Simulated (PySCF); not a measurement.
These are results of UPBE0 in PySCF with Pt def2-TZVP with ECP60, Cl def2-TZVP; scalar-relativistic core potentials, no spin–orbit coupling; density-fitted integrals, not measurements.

```xyz
3
charge 0 multiplicity 3, angstrom
Pt    0.0000    0.0000    0.0000
Cl    0.0000    0.0000    2.1559
Cl    0.0000    0.0000   -2.1559
```

PtCl₂ (triplet), along the line from Pt1 (at 0) through Cl2 (at 2.156 Å). Core electrons replaced by a potential are absent, the electrostatic potential uses the reduced nuclear charge, and values within about 0.7 Å of such atoms have no physical meaning.

Tabulate the fields along this line at -0.75, 0.86, 1.08, 1.29, 1.51, 1.72, 1.94, 2.26, 2.48, 2.69, 2.91, 3.13, 3.34 Å.


```csv
distance (Å),electron density (e/Å³),spin density (e/Å³),electron localisation function,electrostatic potential (V)
-0.75,2.62,0.0229,0.545,46.1
0.86,1.54,0.0145,0.341,30.7
1.08,0.953,0.00174,0.356,17.6
1.29,1.21,-0.0103,0.748,19.5
1.51,1.82,-0.0187,0.695,41.4
1.72,3.12,-0.0139,0.0881,110
1.94,54.6,0.00411,0.86,397
2.26,197,-0.0258,0.407,1250
2.48,10.6,-0.00953,0.451,192
2.69,2.02,-0.031,0.315,65.5
2.91,1.19,-0.0255,0.854,24.4
3.13,0.548,-0.0133,0.852,9.39
3.34,0.226,-0.00551,0.771,3.77
```

On a grid of 0.11 Å the density has a local minimum along the bond near 1.08 Å from Pt, at 0.95 e/Å³, where the ELF is 0.36.

Other spin states or occupations of the open shell can lie lower. With an element this heavy the missing spin–orbit coupling can shift these numbers.
